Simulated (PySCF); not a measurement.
Members of one series of related molecules.

All values: PBE0/pcSseg-1 (PySCF) at PBE0-D3(BJ)/def2-SVP geometries, gas phase, one conformer each.

Question: Rank by HOMO–LUMO gap, highest first.
A. `COB(OC)S[SiH3]`
B. `COB(OC)C(C)C`
C. `COB(OC)B(Cl)Cl`

Answer: B (9.19 eV), A (7.80 eV), C (6.47 eV).

Question: Rank by HOMO energy, lowest first.
A. `COB(OC)S[SiH3]`
B. `COB(OC)B(Cl)Cl`
C. `COB(OC)O[Si](C)(C)C`

Answer: B (-8.17 eV), C (-8.04 eV), A (-7.34 eV).

Question: Rank by dipole moment, lowest first.
A. `[CH3:1][O:2][B:3]([O:4][CH3:5])[CH:6]([CH3:7])[CH3:8]` with C1–O2–B3–O4 -1°, O2–B3–O4–C5 179°, O2–B3–C6–C7 -94°
B. `[CH3:1][O:2][B:3]([O:4][CH3:5])[O:6][Si:7]([CH3:8])([CH3:9])[CH3:10]` with C1–O2–B3–O4 178°, O2–B3–O4–C5 0°, O2–B3–O6–Si7 178°
C. `[CH3:1][O:2][B:3]([O:4][CH3:5])[B:6]([Cl:7])[Cl:8]` with C1–O2–B3–O4 -179°, O2–B3–O4–C5 -1°
D. `[CH3:1][O:2][B:3]([O:4][CH3:5])[S:6][SiH3:7]` with C1–O2–B3–O4 1°, O2–B3–O4–C5 -179°, O2–B3–S6–Si7 2°

Answer: B (0.17 D), A (1.60 D), D (2.13 D), C (2.40 D).

All values together:

```json
{"SMILES": "COB(OC)C(C)C", "formula": "C5H13BO2", "μ (D)": "1.60", "HOMO (eV)": "-7.98", "LUMO (eV)": "1.21", "lowest IAO charge (e)": "-0.399 (O)", "highest IAO charge (e)": "+0.485 (B)", "lowest Hirshfeld charge (e)": "-0.172 (O)", "highest Hirshfeld charge (e)": "+0.244 (B)"}
{"SMILES": "COB(OC)S[SiH3]", "formula": "C2H9BO2SSi", "μ (D)": "2.13", "HOMO (eV)": "-7.34", "LUMO (eV)": "0.46", "lowest IAO charge (e)": "-0.401 (O)", "highest IAO charge (e)": "+0.549 (Si)", "lowest Hirshfeld charge (e)": "-0.171 (O)", "highest Hirshfeld charge (e)": "+0.280 (Si)"}
{"SMILES": "COB(OC)O[Si](C)(C)C", "formula": "C5H15BO3Si", "μ (D)": "0.17", "HOMO (eV)": "-8.04", "LUMO (eV)": "1.22", "lowest IAO charge (e)": "-0.739 (C)", "highest IAO charge (e)": "+1.306 (Si)", "lowest Hirshfeld charge (e)": "-0.272 (O)", "highest Hirshfeld charge (e)": "+0.463 (Si)"}
{"SMILES": "COB(OC)B(Cl)Cl", "formula": "C2H6B2Cl2O2", "μ (D)": "2.40", "HOMO (eV)": "-8.17", "LUMO (eV)": "-1.70", "lowest IAO charge (e)": "-0.388 (O)", "highest IAO charge (e)": "+0.363 (B)", "lowest Hirshfeld charge (e)": "-0.179 (O)", "highest Hirshfeld charge (e)": "+0.163 (B)"}
```

Conformers: `[CH3:1][O:2][B:3]([O:4][CH3:5])[CH:6]([CH3:7])[CH3:8]` with C1–O2–B3–O4 -1°, O2–B3–O4–C5 179°, O2–B3–C6–C7 -94°; `[CH3:1][O:2][B:3]([O:4][CH3:5])[S:6][SiH3:7]` with C1–O2–B3–O4 1°, O2–B3–O4–C5 -179°, O2–B3–S6–Si7 2°; `[CH3:1][O:2][B:3]([O:4][CH3:5])[O:6][Si:7]([CH3:8])([CH3:9])[CH3:10]` with C1–O2–B3–O4 178°, O2–B3–O4–C5 0°, O2–B3–O6–Si7 178°; `[CH3:1][O:2][B:3]([O:4][CH3:5])[B:6]([Cl:7])[Cl:8]` with C1–O2–B3–O4 -179°, O2–B3–O4–C5 -1°.
